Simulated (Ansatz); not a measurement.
Te₄As⁺. Total charge 1; singlet. Geometry PBE-D4/def2-SVP; atoms count from 1.

```xyz
5

As    1.304   -2.117    0.352
Te   -1.457    2.867    0.565
Te    2.107    0.119   -0.490
Te   -1.186   -1.747    0.487
Te   -0.768    0.877   -0.915
```

In the def2 sets Te takes a core potential; there is no spin–orbit coupling. The restricted singlet is unstable towards broken spin symmetry in Hartree–Fock (as tested in another run); at PBE0-D4/def2-TZVP this wasn't settled. Another isomer (singlet) lies 0.90 eV lower at PBE0-D4/def2-TZVP; other spin states weren't run for this one.

Q: Estimate the Mulliken populations from the PBE0/def2-TZVP orbitals of Ansatz.

A: 
```tsv
atom	charge (e)
As1	0.26
Te2	0.10
Te3	0.16
Te4	0.16
Te5	0.32
```
Mulliken values and Mayer orders depend strongly on the basis.

Q: And the Mayer bond orders between bonded heavy atoms (over 0.3)?

A: As1–Te3 1.49 (2.52 Å); As1–Te4 1.49 (2.52 Å); Te2–Te5 1.82 (2.57 Å); Te3–Te5 0.75 (3.00 Å); Te4–Te5 0.75 (3.00 Å).
